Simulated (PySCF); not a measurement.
Computed Raman spectrum (relative Raman activity) of a molecule C₂H₇GaO. Coordinates come from a r2SCAN-D4/def2-SVP optimisation. The values are those of a single conformer. Calculation: r2SCAN-D4/def2-SVP (PySCF 2.14.0). Frequencies are harmonic and unscaled.

Lines under 2 % of the strongest are left out, and lines within 2 cm⁻¹ are merged.

```csv
ν (cm⁻¹),relative intensity
571,9.6
636,3.1
1133,2.5
1424,4.5
1428,2.8
1466,8.6
1469,4.4
1478,12
1963,54
2959,61
3040,100
3059,57
3141,35
3165,31
```

Question: Pick the molecule that these values belong to.
A) CC[O][GaH2]
B) [CH3][Ga]([CH3])[OH]
C) C[O][GaH][CH3]

Answer: C, C[O][GaH][CH3]
